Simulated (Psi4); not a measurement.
HBN, doublet (typed; the unrestricted solution is spin-contaminated), geometry from GFN2-xTB; HF/6-31G** run with Psi4 1.11.

Here is a job for Psi4.
```
memory 2 GB

molecule {
0 2
B    -0.00000000   -0.00000000   -0.84064362
N     0.00000000    0.00000000    0.40129173
H     0.00000000    0.00000000    1.39417598
}

set {
  basis 6-31g**
  reference uhf
}

energy('scf')
print_variables()
```

Problem. Predict the main parts of the log of this Psi4 run.

Solution. 
```
   => Loading Basis Set <=

    Name: 6-31G**
    Role: ORBITAL
    Keyword: BASIS

         ---------------------------------------------------------
                                   SCF
               by Justin Turney, Rob Parrish, Andy Simmonett
                          and Daniel G. A. Smith
                              UHF Reference
         ---------------------------------------------------------

  ==> Geometry <==

    Molecular point group: c2v
    Full point group: C_inf_v

    Geometry (in Angstrom), charge = 0, multiplicity = 2:

       Center              X                  Y                   Z               Mass
    ------------   -----------------  -----------------  -----------------  -----------------
         B            0.000000000000     0.000000000000    -0.754921808096    11.009305360000
         N            0.000000000000     0.000000000000     0.487013541904    14.003074004430
         H            0.000000000000     0.000000000000     1.479897791904     1.007825032230

  Running in c2v symmetry.

  Rotational constants: A = ************  B =      1.42827  C =      1.42827 [cm^-1]
  Rotational constants: A = ************  B =  42818.58988  C =  42818.58988 [MHz]
  Nuclear repulsion =   19.827902569911906

  Charge       = 0
  Multiplicity = 2
  Electrons    = 13
  Nalpha       = 7
  Nbeta        = 6

  ==> Algorithm <==

  SCF Algorithm Type is DF.
  DIIS enabled.
  MOM disabled.
  Fractional occupation disabled.
  Guess Type is SAD.
  Energy threshold   = 1.00e-06
  Density threshold  = 1.00e-06
  Integral threshold = 1.00e-12

  ==> Primary Basis <==

  Basis Set: 6-31G**
    Blend: 6-31G**
    Number of shells: 15
    Number of basis functions: 35
    Number of Cartesian functions: 35
    Spherical Harmonics?: false
    Max angular momentum: 2

   => Loading Basis Set <=

    Name: (6-31G** AUX)
    Role: JKFIT
    Keyword: DF_BASIS_SCF

  ==> Integral Setup <==

  SCF_SUBTYPE=INCORE selected. In-core MEM_DF algorithm will be used.
  Using in-core AOs.

  ==> MemDFJK: Density-Fitted J/K Matrices <==

    J tasked:                   Yes
    K tasked:                   Yes
    wK tasked:                   No
    Algorithm:                 Core
    Schwarz Cutoff:           1E-12
    Mask sparsity (%):       0.0000
    Fitting Condition:        1E-10

   => Auxiliary Basis Set <=

  Basis Set: (6-31G** AUX)
    Blend: CC-PVDZ-JKFIT
    Number of shells: 57
    Number of basis functions: 187
    Number of Cartesian functions: 187
    Spherical Harmonics?: false
    Max angular momentum: 3

  Minimum eigenvalue in the overlap matrix is 1.0689793117E-02.
  Reciprocal condition number of the overlap matrix is 1.8718805955E-03.
    Using symmetric orthogonalization.

  ==> Pre-Iterations <==

  SCF Guess: Superposition of Atomic Densities via on-the-fly atomic UHF (no occupation information).

   -------------------------
    Irrep   Nso     Nmo
   -------------------------
     A1        19      19
     A2         2       2
     B1         7       7
     B2         7       7
   -------------------------
    Total      35      35
   -------------------------

  ==> Iterations <==

                           Total Energy        Delta E     RMS |[F,P]|

   @DF-UHF iter SAD:   -78.79049910487029   -7.87905e+01   0.00000e+00
   @DF-UHF iter   1:   -79.53885851339471   -7.48359e-01   2.21021e-02 DIIS/ADIIS
   @DF-UHF iter   2:   -79.58997863107972   -5.11201e-02   1.68394e-02 DIIS/ADIIS
   @DF-UHF iter   3:   -79.64661413030166   -5.66355e-02   1.71308e-03 DIIS/ADIIS
   @DF-UHF iter   4:   -79.64809946242245   -1.48533e-03   7.77476e-04 DIIS/ADIIS
   @DF-UHF iter   5:   -79.64870673000664   -6.07268e-04   5.90477e-04 DIIS/ADIIS
   @DF-UHF iter   6:   -79.64947685015706   -7.70120e-04   4.20497e-04 DIIS/ADIIS
   @DF-UHF iter   7:   -79.65018889365398   -7.12043e-04   1.26606e-04 DIIS/ADIIS
   @DF-UHF iter   8:   -79.65020181010033   -1.29164e-05   3.17509e-05 DIIS
   @DF-UHF iter   9:   -79.65020312822153   -1.31812e-06   1.06749e-05 DIIS
   @DF-UHF iter  10:   -79.65020320611130   -7.78898e-08   2.99711e-06 DIIS
   @DF-UHF iter  11:   -79.65020321316315   -7.05185e-09   6.55101e-07 DIIS
  Energy and wave function converged.

  ==> Post-Iterations <==

   @Spin Contamination Metric:   1.011643859E-01
   @S^2 Expected:                7.500000000E-01
   @S^2 Observed:                8.511643859E-01
   @S   Expected:                5.000000000E-01
   @S   Observed:                5.000000000E-01

    Orbital Energies [Eh]
    ---------------------

    Alpha Occupied:

[...]
       1B1    -0.408555

    Alpha Virtual:

[...]
      19A1     5.223864

    Beta Occupied:

[...]
    Beta Virtual:

[...]
    Final Occupation by Irrep:
             A1    A2    B1    B2
    DOCC [     4,    0,    1,    1 ]
    SOCC [     1,    0,    0,    0 ]
    NA   [     5,    0,    1,    1 ]
    NB   [     4,    0,    1,    1 ]

  @DF-UHF Final Energy:   -79.65020321316315

   => Energetics <=

    Nuclear Repulsion Energy =             19.8279025699119060
    One-Electron Energy =                -146.7394621353266757
    Two-Electron Energy =                  47.2613563522515960
    Total Energy =                        -79.6502032131631665

  UHF NO Occupations:
  HONO-2 :    1 B2 1.9747061
  HONO-1 :    1 B1 1.9747061
  HONO-0 :    5 A1 1.0000000
  LUNO+0 :    2 B1 0.0252939
  LUNO+1 :    2 B2 0.0252939
  LUNO+2 :    6 A1 0.0005258
  LUNO+3 :    7 A1 0.0001079

Computation Completed

Properties will be evaluated at   0.000000,   0.000000,   0.000000 [a0]

Properties computed using the SCF density matrix

 Multipole Moments:

 ------------------------------------------------------------------------------------
     Multipole            Electronic (a.u.)      Nuclear  (a.u.)        Total (a.u.)
 ------------------------------------------------------------------------------------

 L = 1.  Multiply by 2.5417464519 to convert [e a0] to [Debye]
 Dipole X            :          0.0000000            0.0000000            0.0000000
 Dipole Y            :          0.0000000            0.0000000            0.0000000
 Dipole Z            :         -2.0246590            2.1058797            0.0812207
 Magnitude           :                                                    0.0812207

 ------------------------------------------------------------------------------------

  Variable Map:
  ----------------------------------------------------------------------------
[...]
  Array Variable Map:
  ----------------------------------------------------------------------------
[...]
[...]
```
